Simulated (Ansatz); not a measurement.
Program: Ansatz. Geometries: PBE0-D4/def2-TZVP. ΔE: electronic, gas phase. CCSD(T)/CBS is the MP2 limit (def2-TZVPP, def2-QZVPP) plus CCSD(T) − MP2 in def2-TZVPP, frozen cores. This one scheme is used for every species. Functionals use def2-TZVPP. B3LYP here is the variant with VWN-RPA as its local correlation; programs differ in this. Elements past krypton have def2 core potentials. For Sb outer-core shells are correlated without core-valence functions, which leaves a few kJ/mol of doubt a bond. Each species was taken in one conformer, which may not be the lowest.

Consider the silylene formation by 1,1-elimination: `C=N[SiH2][SbH2]` → `C=[N][SbH2]` + `[SiH2]`.

`C=N[SiH2][SbH2]`:

```xyz
10

C    -0.531   -0.283   -1.631
N    -1.203    0.288   -0.736
Si   -0.705    0.593    0.907
Sb    1.651   -0.203    1.614
H    -0.955   -0.417   -2.632
H     0.487   -0.674   -1.485
H    -1.701   -0.066    1.792
H    -0.780    2.062    1.117
H     2.337    0.424    0.179
H     1.400   -1.725    0.875
```

`C=[N][SbH2]`:

```xyz
7

C     0.714    0.598    0.870
N    -0.100   -0.359    0.914
Sb   -1.474   -0.636   -0.596
H     1.406    0.748    1.709
H     0.810    1.319    0.043
H    -0.672   -2.028   -1.179
H    -0.683    0.358   -1.760
```

`[SiH2]`:

```xyz
3

Si   -0.575   -0.261    0.328
H    -0.068    1.144    0.019
H     0.643   -0.883   -0.347
```

CCSD(T)/CBS gives +3.41 eV.

Task: Another level gave +3.19 eV. Which?
A. PBE-D4/def2-TZVPP
B. r2SCAN/def2-TZVPP
C. PBE0/def2-TZVPP
D. B3LYP/def2-TZVPP

Result: D. B3LYP 3.19, r2SCAN 3.61, PBE-D4 3.46, PBE0 3.51 eV.

Largest T1 diagnostic among the species: 0.015.

In def2-TZVPP, CCSD(T) changes the Hartree–Fock value by +0.10 eV (the triples alone add +0.04 eV) and MP2 by +0.34 eV. The D4 term adds +0.15 eV with B3LYP and +0.09 eV with PBE0; it sums over pairs of atoms, weighted by their polarisabilities, and B3LYP, whose exchange is more repulsive, gets the larger term.
